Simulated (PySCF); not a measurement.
**KO2: from structure and modes to constants**

Computed with PySCF, UPBE0, basis K def2-TZVP, O def2-TZVP (no relativity, density fitting).

The doublet minimum has C2v symmetry. Masses (u): K 38.96371, O 15.99492.

```xyz
3
charge 0 multiplicity 2, angstrom
K     0.0000    0.0000   -1.0500
O     0.6613    0.0000    1.2779
O    -0.6613    0.0000    1.2779
```

Harmonic wavenumbers (cm⁻¹): 323.2 (b2, ×1), 333.6 (a1, ×1), 1247.9 (a1, ×1).

(1) What is the harmonic zero-point energy?

(2) Give the standard entropy (298.15 K, 1 bar) by its translational, rotational, vibrational and spin parts, and Cp.

Answers

(1) Half the sum of all 3 wavenumbers, 1905/2 = 952 cm⁻¹, which is 11.4 kJ/mol (1 cm⁻¹ = 0.0119627 kJ/mol).

(2) Sackur–Tetrode with M = 70.95 u gives 162.0; rotation with symmetry number 2 gives 92.2; vibration 10.8; spin R ln 2 = 5.8. The total is 270.7 J/(mol K), and Cp = 4 R + 14.3 = 47.5 J/(mol K).

Only a few start shapes were tried, so a lower isomer may exist.
